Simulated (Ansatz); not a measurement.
H$_{5}$NO$_{2}$SSi, SMILES `N[Si](O)(O)S`. The species carries charge 0 and has multiplicity 1.

```xyz
10

N     0.270    1.329    0.579
Si   -0.187   -0.130   -0.159
O     0.990   -0.341   -1.281
O    -1.707   -0.046   -0.757
S    -0.388   -1.858    1.080
H    -0.211    1.675    1.392
H     1.233    1.619    0.553
H     1.037   -1.213   -1.676
H    -1.919    0.755   -1.240
H     0.883   -1.788    1.510
```

Task: What are the harmonic wavenumbers in cm⁻¹ at PBE0-D4/def2-TZVP (Ansatz, finite differences of forces, unscaled)? (An estimate is asked.)

Result: Ansatz gave: 130, 150, 207, 265, 288, 309, 319, 351, 376, 402, 517, 745, 794, 802, 849, 886, 950, 982, 1575, 2714, 3620, 3718, 3910, 3925.

Task: Is this a minimum?

Result: Yes, all 24 modes are real.

Task: Give the ideal-gas thermochemistry at 298.15 K and 1 bar (rigid rotor, harmonic oscillator; point group C1, symmetry number 1).

Result: Zero-point energy 172.2 kJ/mol; H(298) − E = 195.9 kJ/mol; entropy 358.5 J/(mol·K), of which translation 167.6, rotation 113.6, vibration 77.3; G(298) − E = 89.0 kJ/mol.

Task: Rotational constants (cm⁻¹)?

Result: 0.1297, 0.0784, 0.07559.
